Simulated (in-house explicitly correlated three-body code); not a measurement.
Computed with an exponentially correlated three-body code. Model: two electrons around a point charge, non-relativistic, variational in 260 exponentially correlated functions (energies converged to about 1e-7 hartree, or 1e-8 relative for large Z).

For this charge the correlation energy is taken as exact minus Hartree-Fock, from which it differs by microhartrees, and the kinetic parts follow from it.

For two electrons in a singlet the Kohn-Sham orbital is the square root of half the density, so the exact Kohn-Sham potential and energy parts follow from the density alone, and exchange is minus half the Hartree energy. The Kohn-Sham level equals minus the binding energy of the second electron.

Command:
```bash
python run_hyl.py task.json out
```
Settings (lengths in bohr, energies in hartree):
```
Z                      30
interaction_strength   1
functions              260
states_tried           13
```

Time taken, with all properties: 34 s on 1 thread of Intel(R) Xeon(R) Platinum 8488C (Sapphire Rapids), on a shared host.

**Those bound S and P states to n = 4 that converged, binding against the one-electron ion.**

Given: nuclear charge 30.

Computed: one-electron threshold -450 hartree.

```csv
term,energy (hartree),binding (eV),quantum defect
1 1S,-881.407377,11739,0.012723
2 3S,?,?,?
2 3P,-555.80173,2879,0.0064065
2 1S,-555.659466,2875.1,0.0050648
2 1P,-554.860084,2853.4,-0.0025248
3 3S,-497.220806,1284.9,0.01588
3 3P,-496.913156,1276.6,0.0061111
3 1S,-496.891496,1276,0.0054198
3 1P,?,?,?
4 3S,-476.487528,720.76,0.015606
4 3P,-476.360527,717.31,0.0060193
4 1S,-476.353992,717.13,0.0055242
4 1P,-476.257188,714.49,-0.0018324
```

(1) What belongs in the row 2 3S?

(2) What belongs in the row 3 1P?

**Converged states only, values per electron or pair.**

| term | mean r (bohr) | mean r squared (bohr²) | mean inverse r (1/bohr) | mean r12 (bohr) | mean inverse r12 (1/bohr) | mean cosine | mean p1 dot p2 (bohr⁻²) | delta r1 (bohr⁻³) | delta r12 (bohr⁻³) |
| --- | --- | --- | --- | --- | --- | --- | --- | --- | --- |
| 1 1S | 0.050634 | 0.0034238 | 29.688 | 0.074077 | 18.436 | -0.0044389 | 3.8815 | 8404.8 | 1006.5 |
| 2 3S | 0.12688 | 0.025871 | 18.656 | 0.21236 | 5.5425 | -0.0015519 | 0.31151 | 4804.3 | - |
| 2 3P | 0.11058 | 0.019249 | 18.637 | 0.18358 | 6.6241 | -0.076445 | -65.966 | 4285.5 | - |
| 2 1S | ? | ? | ? | ? | ? | ? | ? | ? | ? |
| 2 1P | 0.11143 | 0.019594 | 18.62 | 0.17669 | 7.4846 | 0.069363 | 65.345 | 4300.1 | 60.005 |
| 3 3S | 0.2554 | 0.12223 | 16.62 | 0.46444 | 2.7467 | -0.00053705 | 0.09315 | 4446.2 | - |
| 3 3P | ? | ? | ? | ? | ? | ? | ? | ? | - |
| 3 1S | 0.2569 | 0.12384 | 16.614 | 0.4668 | 3.0593 | -0.00083581 | 0.11443 | 4444.2 | 55.292 |
| 3 1P | 0.24078 | 0.10896 | 16.61 | 0.43427 | 3.2792 | 0.015953 | 15.234 | 4297.4 | 18.945 |
| 4 3S | 0.43564 | 0.38105 | 15.91 | 0.82331 | 1.6161 | -0.0002368 | 0.039396 | 4359.7 | - |
| 4 3P | 0.42033 | 0.35619 | 15.908 | 0.79301 | 1.7387 | -0.006856 | -5.8109 | 4296 | - |
| 4 1S | 0.43763 | 0.38479 | 15.908 | 0.82705 | 1.7428 | -0.00036135 | 0.049931 | 4359 | 23.084 |
| 4 1P | 0.42189 | 0.35902 | 15.906 | 0.79547 | 1.8348 | 0.0061934 | 5.9445 | 4297.2 | 8.1338 |

(3) What belongs in the row 2 1S?

(4) What belongs in the row 3 3P?

**Electric-dipole lines between converged S and P states, rate of the upper state's decay.**

| s state | p state | p minus s (eV) | oscillator strength from s | rate (1/s) |
| --- | --- | --- | --- | --- |
| 1 1S | 2 1P | 8885.8 | 0.79642 | 9.0955e+14 |
| 1 1S | 3 1P | 10470 | 0.15572 | 2.4688e+14 |
| 1 1S | 4 1P | 11025 | 0.057523 | 1.0113e+14 |
| 2 1S | 2 1P | 21.752 | 0.017128 | 1.1722e+08 |
| 2 1S | 3 1P | 1605.5 | 0.41906 | 1.5623e+13 |
| 2 1S | 4 1P | 2160.6 | 0.1005 | 6.7861e+12 |
| 3 1S | 2 1P | ? | ? | ? |
| 3 1S | 3 1P | 6.2985 | 0.029762 | 1.7078e+07 |
| 3 1S | 4 1P | 561.49 | 0.46439 | 2.1176e+12 |
| 4 1S | 2 1P | -2136.3 | -0.0099432 | 1.969e+12 |
| 4 1S | 3 1P | -552.56 | -0.10443 | 1.3835e+12 |
| 4 1S | 4 1P | 2.6342 | 0.041477 | 4.1629e+06 |
| 2 3S | 2 3P | 30.15 | 0.023331 | 3.0675e+08 |
| 2 3S | 3 3P | ? | ? | ? |
| 2 3S | 4 3P | 2191.9 | 0.099456 | 6.911e+12 |
| 3 3S | 2 3P | -1594.1 | -0.045023 | 4.9643e+12 |
| 3 3S | 3 3P | 8.3716 | 0.03913 | 3.9665e+07 |
| 3 3S | 4 3P | 567.64 | 0.45712 | 2.1304e+12 |
| 4 3S | 2 3P | -2158.2 | -0.009932 | 2.0075e+12 |
| 4 3S | 3 3P | -555.81 | -0.10599 | 1.4207e+12 |
| 4 3S | 4 3P | 3.4559 | 0.053982 | 9.3252e+06 |

(5) What belongs in the row 3 1S 2 1P?

(6) What belongs in the row 2 3S 3 3P?

**Exact Kohn-Sham parts of the ground state from its density.**

Computed: total energy -881.407377 hartree; Hartree energy 37.056 hartree; exchange energy -18.528 hartree; kinetic part of the DFT correlation energy 0.045955 hartree; potential part of the DFT correlation energy -0.092293 hartree; exact minus restricted Hartree-Fock -0.046338 hartree; restricted Hartree-Fock level -11739 eV; dipole polarisability 1.1663e-05 bohr³; C6 of two such species 3.8243e-08 hartree·bohr⁶.

(7) What is the Kohn-Sham kinetic?

(8) What is the Kohn-Sham level?

Answers

(1) energy (hartree): -556.909715; binding (eV): 2909.2; quantum defect: 0.016764.

(2) energy (hartree): -496.660029; binding (eV): 1269.7; quantum defect: -0.0019987.

(3) mean r (bohr): 0.12792; mean r squared (bohr²): 0.026381; mean inverse r (1/bohr): 18.634; mean r12 (bohr): 0.2116; mean inverse r12 (1/bohr): 6.7266; mean cosine: -0.0026101; mean p1 dot p2 (bohr⁻²): 0.35011; delta r1 (bohr⁻³): 4795; delta r12 (bohr⁻³): 191.69.

(4) mean r (bohr): 0.2396; mean r squared (bohr²): 0.10777; mean inverse r (1/bohr): 16.615; mean r12 (bohr): 0.43367; mean inverse r12 (1/bohr): 3.0448; mean cosine: -0.017615; mean p1 dot p2 (bohr⁻²): -15.003; delta r1 (bohr⁻³): 4294.3.

(5) p minus s (eV): -1577.4; oscillator strength from s: -0.044734; rate (1/s): 4.8298e+12.

(6) p minus s (eV): 1632.6; oscillator strength from s: 0.41233; rate (1/s): 1.5896e+13.

(7) 881.36 hartree.

(8) -11739 eV.
